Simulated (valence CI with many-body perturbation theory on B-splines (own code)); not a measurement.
Energy levels of Ba XLIX

Computed by configuration interaction combined with many-body perturbation theory (CI+MBPT): six valence electrons over a frozen Dirac-Fock core [He], a basis of 9 s, 9 p, 8 d, 6 f, 3 g, 1 h functions for each j, with the one-electron correlation potential Σ1, the two-electron term Σ2, the three-electron term Σ3, Breit, model QED; selected CI, second order for the rest, scaled by the run's own slope (own B-spline code, finite nucleus).

No measured spectrum was set against this ion. As an estimate, large intervals hold to a few tenths of a per cent, small ones and those within an open d or f shell to about a per cent. Among the levels kept, up to 2400 cm⁻¹ of a level comes from second order outside the variational space, and about a tenth of that is noise between levels of different J, which matters for small intervals.

Levels 1 to 45 of 70, with energies above the lowest level, (2s^2 2p1/2^2 2p3/2^2) J=2. "Leading %" is the weight of the configuration and term that name the level; weights of strongly mixed levels are sums over their largest components and can fall short, so below about 35 % the name and the second component can differ from the true leading terms, or belong to a minority configuration. In the jj column 3d3/2^4 stands for four electrons in 3d with j = 3/2.

| No. | Configuration | Term | J | E (× 10³ cm⁻¹) | Leading % | Second component | g | Leading jj |
| --- | --- | --- | --- | --- | --- | --- | --- | --- |
| 1 | 2s2 2p4 | 3P | 2 | 0.00 | 70 | 30 % 2s2 2p4 1D | 1.331 | 2s^2 2p1/2^2 2p3/2^2 (100 %) |
| 2 | 2s2 2p4 | 1S | 0 | 323.80 | 62 | 38 % 2s2 2p4 3P |  | 2s^2 2p1/2^2 2p3/2^2 (100 %) |
| 3 | 2s2 2p4 | 3P | 1 | 3174.8 | 100 |  | 1.483 | 2s^2 2p1/2 2p3/2^3 (100 %) |
| 4 | 2s2 2p4 | 1D | 2 | 3311.9 | 70 | 30 % 2s2 2p4 3P | 1.129 | 2s^2 2p1/2 2p3/2^3 (100 %) |
| 5 | 2s 2p5 | 3P° | 2 | 5377.6 | 100 |  | 1.480 | 2s 2p1/2^2 2p3/2^3 (100 %) |
| 6 | 2s 2p5 | 1P° | 1 | 5829.8 | 56 | 44 % 2s 2p5 3P° | 1.203 | 2s 2p1/2^2 2p3/2^3 (99 %) |
| 7 | 2s2 2p4 | 3P | 0 | 6605.0 | 62 | 37 % 2s2 2p4 1S |  | 2s^2 2p3/2^4 (99 %) |
| 8 | 2s 2p5 | 3P° | 0 | 8618.5 | 100 |  |  | 2s 2p1/2 2p3/2^4 (100 %) |
| 9 | 2s 2p5 | 3P° | 1 | 8879.8 | 56 | 44 % 2s 2p5 1P° | 1.254 | 2s 2p1/2 2p3/2^4 (99 %) |
| 10 | 2p6 | 1S | 0 | 11465 | 99 |  |  | 2p1/2^2 2p3/2^4 (99 %) |
| 11 | 2s2 2p3 3s | 3P° | 2 | 38861 | 47 | 27 % 2s2 2p3 3s 5S° | 1.518 | 2s^2 2p1/2^2 2p3/2 3s (99 %) |
| 12 | 2s2 2p3 3s | 1P° | 1 | 38915 | 31 | 27 % 2s2 2p3 3s 3D° | 1.181 | 2s^2 2p1/2^2 2p3/2 3s (100 %) |
| 13 | 2s2 2p3 3p | 3P | 1 | 39509 | 31 | 22 % 2s2 2p3 3p 5P | 1.503 | 2s^2 2p1/2^2 2p3/2 3p1/2 (99 %) |
| 14 | 2s2 2p3 3p | 3D | 2 | 39523 | 25 | 22 % 2s2 2p3 3p 3P | 1.192 | 2s^2 2p1/2^2 2p3/2 3p1/2 (99 %) |
| 15 | 2s2 2p3 3p | 3D | 3 | 40416 | 48 | 27 % 2s2 2p3 3p 5P | 1.342 | 2s^2 2p1/2^2 2p3/2 3p3/2 (99 %) |
| 16 | 2s2 2p3 3p | 3P | 1 | 40417 | 36 | 24 % 2s2 2p3 3p 1P | 1.372 | 2s^2 2p1/2^2 2p3/2 3p3/2 (99 %) |
| 17 | 2s2 2p3 3p | 3P | 2 | 40575 | 43 | 17 % 2s2 2p3 3p 1D | 1.322 | 2s^2 2p1/2^2 2p3/2 3p3/2 (99 %) |
| 18 | 2s2 2p3 3p | 3P | 0 | 40720 | 73 | 27 % 2s2 2p3 3p 1S |  | 2s^2 2p1/2^2 2p3/2 3p3/2 (99 %) |
| 19 | 2s2 2p3 3d | 3D° | 2 | 41115 | 33 | 20 % 2s2 2p3 3d 3F° | 1.033 | 2s^2 2p1/2^2 2p3/2 3d3/2 (98 %) |
| 20 | 2s2 2p3 3d | 3F° | 3 | 41162 | 27 | 20 % 2s2 2p3 3d 3D° | 1.115 | 2s^2 2p1/2^2 2p3/2 3d3/2 (95 %) |
| 21 | 2s2 2p3 3d | 3D° | 1 | 41182 | 32 | 28 % 2s2 2p3 3d 3P° | 1.122 | 2s^2 2p1/2^2 2p3/2 3d3/2 (99 %) |
| 22 | 2s2 2p3 3d | 3P° | 0 | 41192 | 61 | 28 % 2s2 2p3 3d 5D° |  | 2s^2 2p1/2^2 2p3/2 3d3/2 (99 %) |
| 23 | 2s2 2p3 3d | 3F° | 4 | 41369 | 49 | 28 % 2s2 2p3 3d 5D° | 1.255 | 2s^2 2p1/2^2 2p3/2 3d5/2 (99 %) |
| 24 | 2s2 2p3 3d | 3D° | 2 | 41434 | 34 | 22 % 2s2 2p3 3d 3P° | 1.251 | 2s^2 2p1/2^2 2p3/2 3d5/2 (97 %) |
| 25 | 2s2 2p3 3d | 3D° | 3 | 41534 | 45 | 19 % 2s2 2p3 3d 1F° | 1.192 | 2s^2 2p1/2^2 2p3/2 3d5/2 (94 %) |
| 26 | 2s2 2p3 3d | 3D° | 1 | 41595 | 37 | 27 % 2s2 2p3 3d 1P° | 1.034 | 2s^2 2p1/2^2 2p3/2 3d5/2 (98 %) |
| 27 | 2s2 2p3 3s | 5S° | 2 | 41920 | 53 | 34 % 2s2 2p3 3s 3D° | 1.582 | 2s^2 2p1/2 2p3/2^2 3s (99 %) |
| 28 | 2s2 2p3 3s | 3S° | 1 | 41988 | 55 | 45 % 2s2 2p3 3s 3D° | 1.306 | 2s^2 2p1/2 2p3/2^2 3s (99 %) |
| 29 | 2s2 2p3 3s | 3D° | 3 | 42097 | 99 |  | 1.314 | 2s^2 2p1/2 2p3/2^2 3s (99 %) |
| 30 | 2s2 2p3 3s | 1D° | 2 | 42141 | 66 | 33 % 2s2 2p3 3s 3D° | 1.038 | 2s^2 2p1/2 2p3/2^2 3s (100 %) |
| 31 | 2s2 2p3 3s | 3P° | 0 | 42362 | 99 |  |  | 2s^2 2p1/2 2p3/2^2 3s (99 %) |
| 32 | 2s2 2p3 3s | 3P° | 1 | 42386 | 66 | 33 % 2s2 2p3 3s 1P° | 1.315 | 2s^2 2p1/2 2p3/2^2 3s (99 %) |
| 33 | 2s2 2p3 3p | 5P | 1 | 42555 | 45 | 22 % 2s2 2p3 3p 3D | 1.644 | 2s^2 2p1/2 2p3/2^2 3p1/2 (99 %) |
| 34 | 2s2 2p3 3p | 3F | 2 | 42614 | 34 | 22 % 2s2 2p3 3p 3P | 1.210 | 2s^2 2p1/2 2p3/2^2 3p1/2 (99 %) |
| 35 | 2s2 2p3 3p | 3F | 3 | 42740 | 44 | 32 % 2s2 2p3 3p 1F | 1.098 | 2s^2 2p1/2 2p3/2^2 3p1/2 (100 %) |
| 36 | 2s2 2p3 3p | 3P | 2 | 42937 | 53 | 21 % 2s2 2p3 3p 1D | 1.319 | 2s^2 2p1/2 2p3/2^2 3p1/2 (99 %) |
| 37 | 2s2 2p3 3p | 3D | 1 | 42993 | 73 | 22 % 2s2 2p3 3p 1P | 0.653 | 2s^2 2p1/2 2p3/2^2 3p1/2 (98 %) |
| 38 | 2s2 2p3 3p | 3P | 0 | 43243 | 64 | 35 % 2s2 2p3 3p 1S |  | 2s^2 2p1/2 2p3/2^2 3p1/2 (94 %) |
| 39 | 2s2 2p3 3p | 5P | 3 | 43443 | 50 | 24 % 2s2 2p3 3p 3F | 1.403 | 2s^2 2p1/2 2p3/2^2 3p3/2 (91 %) |
| 40 | 2s2 2p3 3p | 3P | 2 | 43471 | 38 | 29 % 2s2 2p3 3p 3D | 1.420 | 2s^2 2p1/2 2p3/2^2 3p3/2 (97 %) |
| 41 | 2s2 2p3 3p | 3P | 0 | 43492 | 99 |  |  | 2s^2 2p1/2 2p3/2^2 3p3/2 (95 %) |
| 42 | 2s2 2p3 3p | 1P | 1 | 43591 | 47 | 28 % 2s2 2p3 3p 3D | 0.990 | 2s^2 2p1/2 2p3/2^2 3p3/2 (98 %) |
| 43 | 2s2 2p3 3p | 3D | 3 | 43620 | 56 | 34 % 2s2 2p3 3p 1F | 1.225 | 2s^2 2p1/2 2p3/2^2 3p3/2 (93 %) |
| 44 | 2s2 2p3 3p | 3F | 4 | 43645 | 100 |  | 1.234 | 2s^2 2p1/2 2p3/2^2 3p3/2 (100 %) |
| 45 | 2s2 2p3 3p | 3P | 1 | 43784 | 74 | 14 % 2s2 2p3 3p 1P | 1.436 | 2s^2 2p1/2 2p3/2^2 3p3/2 (97 %) |

The ionisation energy to 2s2 2p3 2P°_3/2 of the next ion comes out as 8830.7 eV (NIST: 8831 ± 4 eV (theoretical)). All 70 levels together are meant to be complete up to 44654 × 10³ cm⁻¹.
